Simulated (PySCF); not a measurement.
## Correlation energy of Si⁺ (silicon, charge +1)

[Ne] 3s2 3p1, 2P determinant. Computed with PySCF 2.14 in cc-pVTZ-DK (5s4p2d1f, 34 functions), with the spin-free X2C one-electron Hamiltonian (Gaussian nucleus). Frozen: [Ne]; 3 electrons correlated.

MP2 pair energies summed by pair of shells (mhartree):

```json
{"pair": "3s-3s", "energy": "-22.85", "share (%)": "55.3"}
{"pair": "3s-3p", "energy": "-18.44", "share (%)": "44.7"}
```

Total MP2 correlation energy: -41.30 mhartree.

Same-spin part -2.74 and opposite-spin part -38.56 mhartree; SCS-MP2 scales them by 1/3 and 6/5 to -47.19 mhartree.

```csv
level,correlation energy (mhartree)
CCSD,-58.36
(T),-1.07
CCSD(T),-59.43
```

Diagnostics: T1 = 0.014, D1 = 0.0314, largest double amplitude 0.105.

Cost of the coupled-cluster step: 0.23 s of wall time on 1 thread of Neoverse-V2 (shared host), for 3 correlated electrons.
